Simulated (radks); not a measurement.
Values are calculated unless marked as measured or tabulated.
Dynamic dipole polarisability and lines of the chlorine ion Cl5+, [Ne] 3s2. Level of theory: scalar-relativistic Kohn-Sham, LB94 model potential, spin-unpolarised, spherical densities, finite nucleus; Fermi nuclear charge, rms radius of each element as measured or else 0.836 A^(1/3) + 0.57 fm (a radial shooting solver on a logarithmic mesh with Libxc functionals). Time-dependent linear response with the Hartree and adiabatic LDA kernel, continuum included through the Sternheimer equations, no spin-orbit coupling, so fine structure and intercombination lines are absent. Lines are the poles of the dipole polarisability below minus the highest occupied eigenvalue, found on a grid refined at the orbital gaps; the lowest seven at most are given, and weak or close lines can be missed. The first line takes the name of the lowest orbital gap if no other gap lies below it; otherwise a line is named after a gap within 0.6 % of it, if that gap stands alone.

photon energy (eV)  alpha (bohr^3)
0                            2.694
1.606                        2.713
8.031                        3.278
14.456                       6.530
20.881                      -10.20
27.307                      -2.124
33.732                     -0.9860
40.157                     -0.5357
46.582                     -0.2676
53.007                     0.09302
59.432                     -0.5391
65.857                     -0.1949
72.282                      0.2254
78.707                    -0.09682
85.132                    -0.03194

Lines (eV, oscillator strength): 18.686 (66.35 nm, 3s-3p), f = 1.21; 56.366 (22.00 nm, 3s-4p), f = 0.176; 73.207 (16.94 nm, 3s-5p), f = 0.0664; 81.410 (15.23 nm, 3s-6p), f = 0.0323; 86.097 (14.40 nm, 3s-7p), f = 0.0184; 89.035 (13.93 nm, 3s-8p), f = 0.0115. Higher lines, where found, are left out when the end of the mesh affects them. Those listed give 98 % of the static polarisability (sum of f/w^2). Orbital energy gaps for comparison: 3s-3p 14.515 eV; 3s-4p 56.608 eV; 3s-5p 73.307 eV; 3s-6p 81.465 eV; 3s-7p 86.130 eV. At laser wavelengths: 1550 nm 2.699, 1064 nm 2.704, 780 nm 2.713, 532 nm 2.735, 355 nm 2.787, 266 nm 2.865, 193 nm 3.039 bohr^3.
